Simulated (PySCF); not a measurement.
Spinor energies of Lu (lutetium, neutral)

Start: [Xe] 4f14 5d1 6s2; 5d3/2 filled at m_j = +3/2. Calculated with PySCF 2.14 in x2c-TZVPall-2c with one added diffuse shell each of s, p, d type (12s12p11d2f1g, 126 functions): generalised Hartree-Fock with the X2C-1e Hamiltonian and a Gaussian nucleus; spin-orbit coupling (SO) screened by Boettger's factors.

```json
{"spinor shell": "1s1/2", "electrons": "2", "ε, screened SO (eV)": "-63639.2", "weight of nominal j (screened SO)": "1.000", "rms radius, screened SO (bohr)": "0.0219"}
{"spinor shell": "2s1/2", "electrons": "2", "ε, screened SO (eV)": "-10971.0", "weight of nominal j (screened SO)": "1.000", "rms radius, screened SO (bohr)": "0.0884"}
{"spinor shell": "2p1/2", "electrons": "2", "ε, screened SO (eV)": "-10451.9", "weight of nominal j (screened SO)": "1.000", "rms radius, screened SO (bohr)": "0.0754"}
{"spinor shell": "2p3/2", "electrons": "4", "ε, screened SO (eV)": "-9328.9", "weight of nominal j (screened SO)": "1.000", "rms radius, screened SO (bohr)": "0.0825"}
{"spinor shell": "3s1/2", "electrons": "2", "ε, screened SO (eV)": "-2548.9", "weight of nominal j (screened SO)": "1.000", "rms radius, screened SO (bohr)": "0.227"}
{"spinor shell": "3p1/2", "electrons": "2", "ε, screened SO (eV)": "-2319.3", "weight of nominal j (screened SO)": "1.000", "rms radius, screened SO (bohr)": "0.218"}
{"spinor shell": "3p3/2", "electrons": "4", "ε, screened SO (eV)": "-2075.4", "weight of nominal j (screened SO)": "1.000", "rms radius, screened SO (bohr)": "0.232"}
{"spinor shell": "3d3/2", "electrons": "4", "ε, screened SO (eV)": "-1690.3", "weight of nominal j (screened SO)": "1.000", "rms radius, screened SO (bohr)": "0.206"}
{"spinor shell": "3d5/2", "electrons": "6", "ε, screened SO (eV)": "-1637.4", "weight of nominal j (screened SO)": "1.000", "rms radius, screened SO (bohr)": "0.210"}
{"spinor shell": "4s1/2", "electrons": "2", "ε, screened SO (eV)": "-541.79", "weight of nominal j (screened SO)": "1.000", "rms radius, screened SO (bohr)": "0.509"}
{"spinor shell": "4p1/2", "electrons": "2", "ε, screened SO (eV)": "-446.94", "weight of nominal j (screened SO)": "1.000", "rms radius, screened SO (bohr)": "0.520"}
{"spinor shell": "4p3/2", "electrons": "4", "ε, screened SO (eV)": "-390.95", "weight of nominal j (screened SO)": "1.000", "rms radius, screened SO (bohr)": "0.552"}
{"spinor shell": "4d3/2", "electrons": "4", "ε, screened SO (eV)": "-234.51", "weight of nominal j (screened SO)": "1.000", "rms radius, screened SO (bohr)": "0.585"}
{"spinor shell": "4d5/2", "electrons": "6", "ε, screened SO (eV)": "-223.97", "weight of nominal j (screened SO)": "1.000", "rms radius, screened SO (bohr)": "0.597"}
{"spinor shell": "5s1/2", "electrons": "2", "ε, screened SO (eV)": "-80.048", "weight of nominal j (screened SO)": "1.000", "rms radius, screened SO (bohr)": "1.26"}
{"spinor shell": "5p1/2", "electrons": "2", "ε, screened SO (eV)": "-50.582", "weight of nominal j (screened SO)": "1.000", "rms radius, screened SO (bohr)": "1.41"}
{"spinor shell": "5p3/2", "electrons": "4", "ε, screened SO (eV)": "-43.131", "weight of nominal j (screened SO)": "1.000", "rms radius, screened SO (bohr)": "1.53"}
{"spinor shell": "4f5/2", "electrons": "6", "ε, screened SO (eV)": "-29.671", "weight of nominal j (screened SO)": "1.000", "rms radius, screened SO (bohr)": "0.791"}
{"spinor shell": "4f7/2", "electrons": "8", "ε, screened SO (eV)": "-28.100", "weight of nominal j (screened SO)": "1.000", "rms radius, screened SO (bohr)": "0.800"}
{"spinor shell": "6s1/2", "electrons": "2", "ε, screened SO (eV)": "-10.345", "weight of nominal j (screened SO)": "1.000", "rms radius, screened SO (bohr)": "3.65"}
{"spinor shell": "5d3/2", "electrons": "1", "ε, screened SO (eV)": "-1.318", "weight of nominal j (screened SO)": "0.998", "rms radius, screened SO (bohr)": "13.8"}
```

| quantity | screened SO |
| --- | --- |
| E (hartree) | -14566.71298 |
| M_J | 3/2 |
| ⟨J²⟩ | 3.760 |
| ⟨L²⟩ | 6.112 |
| ⟨S²⟩ | 0.859 |

Breit and QED terms are absent; they matter most for the inner s and p1/2 levels.

Densities and radii are taken from the X2C orbitals without a picture-change correction, which distorts them close to the nucleus.
